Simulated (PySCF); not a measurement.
## Radial density of Ca (calcium, neutral)

UHF, [Ar] 4s2, closed-shell 1S. All numbers are calculated (PySCF 2.14, the spin-free X2C one-electron Hamiltonian (Gaussian nucleus), in aug-cc-pVDZ-X2C (6s5p3d, 36 functions)).

```csv
r (bohr),4πr²ρ (e/bohr)
0.00161,0.2014
0.00271,0.5217
0.00455,1.317
0.00766,3.173
0.0129,7.059
0.0217,13.74
0.0364,21.29
0.0613,23.12
0.103,17.74
0.173,20.20
0.292,23.82
0.491,9.544
0.825,6.982
1.39,5.539
2.33,1.011
3.93,0.5490
6.61,0.1304
11.1,0.002723
```

Densities and radii are taken from the X2C orbitals without a picture-change correction, which distorts them close to the nucleus.
